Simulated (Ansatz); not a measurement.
# How methods differ on InH3 (SMILES [InH3])

InH3 has 4 atoms, charge 0, and is taken as a singlet. As SMILES, `[InH3]`. The shape is that of a PBE0-D4/def2-TZVP optimisation.

```
atom    x (Å)    y (Å)    z (Å)
  In   0.0139  -0.0151  -0.0051
   H   0.4155   1.5160   0.6782
   H  -1.0956  -0.1073  -1.3214
   H   0.7218  -1.4540   0.6280
```

Each level gives the energy change with the In1–H3 bond stretched from 1.724 to 2.586 Å (eV). The values are calculated.

```
                      level                    kind  program  value (eV)  less FCI/STO-3G  CPU time (all runs)
     HF/STO-3G (restricted)            Hartree–Fock   Ansatz        3.70            +0.99                0.8 s
  SVWN5/STO-3G (restricted)                     LDA   Ansatz        3.08            +0.37                1.9 s
    PBE/STO-3G (restricted)                     GGA   Ansatz        2.91            +0.20                2.8 s
 revPBE/STO-3G (restricted)                     GGA   Ansatz        2.84            +0.13                2.8 s
r2SCAN0/STO-3G (restricted)         hybrid meta-GGA   Ansatz        3.26            +0.55                6.8 s
wB97M-V/STO-3G (restricted)  range-separated hybrid   Ansatz        3.29            +0.58                 31 s
 B2PLYP/STO-3G (restricted)           double hybrid   Ansatz        3.17            +0.46                3.8 s
RPA@PBE/STO-3G (restricted)                     RPA   Ansatz        2.75            +0.04                  4 s
 CCSDTQ/STO-3G (restricted)   coupled cluster or CI   Ansatz        2.71             0.00                  9 s
                 FCI/STO-3G      exact in the basis   Ansatz        2.71             0.00                2.3 s
```

FCI/STO-3G is exact within its basis and frozen core, so for wave-function methods in that basis the difference is their error; functionals converge differently with the basis, so for them it is only a difference. Spin-restricted single references rise too steeply as a bond breaks, Hartree–Fock most of all. All-electron rows without a relativistic Hamiltonian named are non-relativistic. The first shape isn't each level's own minimum. The values span 2.71 to 3.70 eV. All rows use very small basis sets, so even the best lies far from the true value. In the correlated wave-function rows the outer d shell of In is correlated, in sets not made for it. Times are those of the runs behind each value, whatever else they computed, on shared processors of several kinds: orders of magnitude only.
